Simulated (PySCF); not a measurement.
**Correlation energy of Mo³⁺ (molybdenum, charge +3)**

[Kr] 4d3, high-spin 4F determinant. Computed with PySCF 2.14 in ANO-RCC-VTZP, with scalar relativity by spin-free X2C-1e. Frozen: [Kr]; 3 electrons correlated.

| level | correlation energy (mhartree) |
| --- | --- |
| CCSD | -18.80 |
| (T) | -0.07 |
| CCSD(T) | -18.87 |

Diagnostics: T1 = 0.00046, D1 = 0.0007, largest double amplitude 0.023.

Cost of the coupled-cluster step: roughly 2.3 core-seconds, for 3 correlated electrons.
